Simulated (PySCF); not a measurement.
Species: CH3Cl2FSi.
Numbering: `[F:1][SiH2:2][CH:3]([Cl:4])[Cl:5]` (hydrogens: H6, H7 on Si2; H8 on C3)

The calculation used PBE0-D3(BJ)/def2-SVP geometry optimisation, gas phase in PySCF.

Question: Give the optimised bond lengths and angles.

Answer: 
```csv
bond,length (Å)
F1–Si2,1.623
Si2–C3,1.894
C3–Cl4,1.775
C3–Cl5,1.790
"Si2–H6, Si2–H7",1.484
C3–H8,1.098
```

Bonds in one row agree within 0.01 Å and their mean is given. A selection of angles:
```csv
angle,degrees
F1–Si2–C3,108.7
F1–Si2–H6,109.3
F1–Si2–H7,108.4
C3–Si2–H6,108.1
H6–Si2–H7,113.8
Si2–C3–Cl4,110.7
Si2–C3–Cl5,105.1
Si2–C3–H8,114.5
Cl4–C3–Cl5,112.3
Cl4–C3–H8,107.3
```

Torsions: F1–Si2–C3–Cl4 62° (synclinal). The mirror-image conformer, all signs reversed, is as good.

Si2 (fluorine-bound silicon) is distorted tetrahedral (angles from 108.1° to 113.8°).

Point group: C1 (no symmetry element, even within 0.4 Å). Stationary, but not proved a minimum. One conformer, not necessarily the lowest.

The run took 17 s wall on one thread of an Arm Neoverse V1, no GPU, on a shared host, and the process peaked at 0.40 GiB of memory. That covers the optimisation of the geometry.
